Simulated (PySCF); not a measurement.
C4H7Cl. Atoms are numbered in the order given.

```xyz
12

Cl     1.7814     0.0905     0.0000
C      0.0702    -0.4613     0.0000
C     -0.8729     0.0879    -1.0797
C     -1.9840     0.0773     0.0000
C     -0.8729     0.0879     1.0797
H      0.1013    -1.5614     0.0000
H     -1.0041    -0.5019    -1.9998
H     -0.5861     1.1174    -1.3447
H     -2.5447    -0.8708     0.0000
H     -2.7017     0.9115     0.0000
H     -1.0041    -0.5019     1.9998
H     -0.5861     1.1174     1.3447
```
Charge 0, spin multiplicity 1.

Geometry optimised at r2SCAN-D4/def2-SVP.

Method: PySCF with PBE/pcSseg-1.

GIAO shieldings, no solvent; atoms listed in one row are averaged. δ = σ(ref) − σ: ³⁵Cl against HCl (σ = 936.5 ppm); ¹³C against TMS (σ = 182.0 ppm); ¹H against TMS (σ = 31.49 ppm), references at their B3LYP-D3(BJ)/def2-TZVP geometries, non-relativistic (without spin–orbit terms, shifts of atoms bonded to Cl or Br come out too high).

Computed chemical shifts:
```
nucleus    atoms  count  δ (ppm)
-------  -------  -----  -------
³⁵Cl         Cl1      1    224.4
¹³C           C2      1     64.4
¹³C       C3, C5      2     42.1
¹³C           C4      1     21.6
¹H            H6      1     4.51
¹H       H11, H7      2     2.67
¹H       H12, H8      2     2.40
¹H           H10      1     2.14
¹H            H9      1     1.90
```
